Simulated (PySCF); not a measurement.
C3H10OSi2, SMILES C=C([SiH3])C[SiH2]O.

Geometry: PBE0-D3(BJ)/def2-SVP. The structure was generated by enumeration, and PubChem lists no compound with its InChIKey, so it may never have been made. Other conformers were not sampled.

These are HF/def2-TZVP run with PySCF values and carry that method's errors.

The molecule is in vacuum.

total energy: -772.27732 hartree
highest occupied level: -9.65 eV
lowest empty level: 3.11 eV
orbital gap: 12.76 eV
dipole moment: 2.10 D
quadrupole, principal values (traceless, Buckingham form, about the centre of nuclear charge): -8.89, -0.88, 9.77 D·Å
mean static polarisability: 85.6 bohr³ (12.68 Å³)
polarisability, principal values: 71.6, 90.2, 95.0 bohr³
